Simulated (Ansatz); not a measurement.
Reaction (formal exchange of groups at the Si–Cl bond): `F[SiH](Cl)[SiH2][SiH3]` + `COC(C)(O)F` → `O[SiH](F)[SiH2][SiH3]` + `COC(C)(F)Cl`

Calculated with Ansatz (gas phase, PBE0-D4/def2-TZVP geometries, no zero-point term in ΔE). CCSD(T)/CBS is the MP2 limit (def2-TZVPP, def2-QZVPP) plus CCSD(T) − MP2 in def2-TZVPP, frozen cores. Each species was taken in one conformer, which may not be the lowest.

`F[SiH](Cl)[SiH2][SiH3]`:

Z-matrix (Å, degrees):
```
Si
Cl 1 2.048
Si 1 2.337 2 110.6
F 1 1.598 2 107.8 3 -119.4
H 1 1.482 2 107.3 3 125.6
Si 3 2.340 1 110.0 2 -173.3
H 3 1.488 1 108.6 2 -51.5
H 3 1.489 1 107.3 2 66.4
H 6 1.486 3 109.6 1 62.9
H 6 1.487 3 110.5 1 -176.6
H 6 1.487 3 109.3 1 -56.6
```

`COC(C)(O)F`:

Z-matrix (Å, degrees):
```
C
O 1 1.411
H 1 1.095 2 111.6
H 1 1.094 2 111.6 3 -122.6
H 1 1.089 2 106.4 3 118.4
C 2 1.387 1 115.6 3 73.5
O 6 1.375 2 112.0 1 66.9
C 6 1.507 2 115.2 1 -58.3
F 6 1.372 2 102.7 1 -176.4
H 7 0.965 6 107.2 2 52.5
H 8 1.089 6 108.8 2 -172.2
H 8 1.089 6 110.7 2 68.5
H 8 1.089 6 109.3 2 -52.6
```

`O[SiH](F)[SiH2][SiH3]`:

Cartesian coordinates in Å:
```
O 0.579 -2.213 -2.003
Si 0.560 -1.519 -0.522
F -0.494 -2.270 0.426
Si -0.078 0.738 -0.565
Si -0.437 1.546 1.600
H -0.165 -2.066 -2.588
H 1.908 -1.761 0.041
H 0.989 1.526 -1.243
H -1.329 0.869 -1.369
H -0.761 2.998 1.576
H 0.790 1.344 2.416
H -1.563 0.808 2.230
```

`COC(C)(F)Cl`:

Z-matrix (Å, degrees):
```
C
O 1 1.419
H 1 1.088 2 105.7
H 1 1.094 2 111.5 3 -118.3
H 1 1.093 2 111.3 3 118.5
C 2 1.363 1 115.9 3 -169.3
F 6 1.372 2 109.5 1 65.4
C 6 1.508 2 116.1 1 -57.5
Cl 6 1.784 2 105.5 1 -179.8
H 8 1.088 6 109.5 2 -175.6
H 8 1.091 6 109.8 2 65.2
H 8 1.089 6 109.8 2 -55.5
```

| species | MP2/def2-QZVPP energy (Eh) |
| --- | --- |
| `F[SiH](Cl)[SiH2][SiH3]` | -1430.36150 |
| `COC(C)(O)F` | -368.35812 |
| `O[SiH](F)[SiH2][SiH3]` | -1046.37452 |
| `COC(C)(F)Cl` | -752.33583 |

Question: Work out ΔE.

Answer: ΔE = (-1046.37452) + (-752.33583) − (-1430.36150) − (-368.35812) = 0.00927 Eh = +24.3 kJ/mol. CCSD(T)/CBS gives +27.0 kJ/mol.

Largest T1 diagnostic among the species: 0.013.

In def2-TZVPP, CCSD(T) changes the Hartree–Fock value by −11.9 kJ/mol (the triples alone add −2.3 kJ/mol) and MP2 by −14.9 kJ/mol. From PBE to PBE0 (25 % exact exchange), in def2-TZVPP and without D4, ΔE moves by +5.7 kJ/mol.
